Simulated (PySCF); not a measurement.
PySCF 2.14 output of an unrestricted PBE calculation on a single atom or ion in aug-cc-pVQZ-DK (7s6p4d3f2g, 84 functions), with scalar relativity by spin-free X2C-1e:

```
SCF conv_tol = 1e-09
number electrons alpha = 8  beta = 6
    J. P. Perdew, K. Burke, and M. Ernzerhof.,  Phys. Rev. Lett. 77, 3865 (1996)
    J. P. Perdew, K. Burke, and M. Ernzerhof.,  Phys. Rev. Lett. 78, 1396 (1997)
    J. P. Perdew, K. Burke, and M. Ernzerhof.,  Phys. Rev. Lett. 77, 3865 (1996)
    J. P. Perdew, K. Burke, and M. Ernzerhof.,  Phys. Rev. Lett. 78, 1396 (1997)
cycle= 1 E= -397.146587959357  delta_E= -0.00706  |g|= 0.0347  |ddm|= 0.814
cycle= 2 E= -397.146718850549  delta_E= -0.000131  |g|= 0.00927  |ddm|= 0.241
cycle= 3 E= -397.146726781566  delta_E= -7.93e-06  |g|= 0.00056  |ddm|= 0.0505
cycle= 4 E= -397.146726924565  delta_E= -1.43e-07  |g|= 0.000101  |ddm|= 0.00338
cycle= 5 E= -397.146726927312  delta_E= -2.75e-09  |g|= 5.09e-06  |ddm|= 0.000713
cycle= 6 E= -397.146726927268  delta_E= 4.44e-11  |g|= 1.44e-06  |ddm|= 5.22e-05
converged SCF energy = -397.146726927268  <S^2> = 2.0029118  2S+1 = 3.0019405
```

The run itself started from symmetry-adapted Hartree-Fock orbitals and held the occupation by maximum overlap, on a logarithmic radial grid, so the iterations belong to that start.

Q: Which element, charge and spin multiplicity is this?

A: S²⁺ (sulfur, charge +2), multiplicity 3; the state was [Ne] 3s2 3p1 4s1, high-spin 3P determinant (an excited configuration).

The outer electron is Rydberg-like, and this basis confines it to a smaller radius and binds it less than a complete one would.
